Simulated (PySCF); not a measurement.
**Excitation energy of Ru²⁺ by level of theory**

Ru²⁺ [Kr] 4d6 (5D) → Ru²⁺ [Kr] 4d5 5p1 (7P), as a difference of total energies. All numbers are calculated (PySCF 2.14, scalar relativity through the core potential, in def2-TZVPPD with the def2 core potential (28 electrons)). Correlated levels: valence and next inner shell: nothing frozen outside the core potential. The calculations carry no spin-orbit coupling.

```json
{"method": "UHF", "excitation energy (eV)": "8.615"}
{"method": "MP2 (valence and next inner shell)", "excitation energy (eV)": "9.199"}
{"method": "SCS-MP2 (valence and next inner shell)", "excitation energy (eV)": "9.461"}
{"method": "CCSD (valence and next inner shell)", "excitation energy (eV)": "9.276"}
{"method": "CCSD(T) (valence and next inner shell)", "excitation energy (eV)": "9.291"}
```

Task: How much does correlation contribute at CCSD(T) (valence and next inner shell)?

Result: 9.291 − (8.615) = 0.676 eV, measured against UHF.
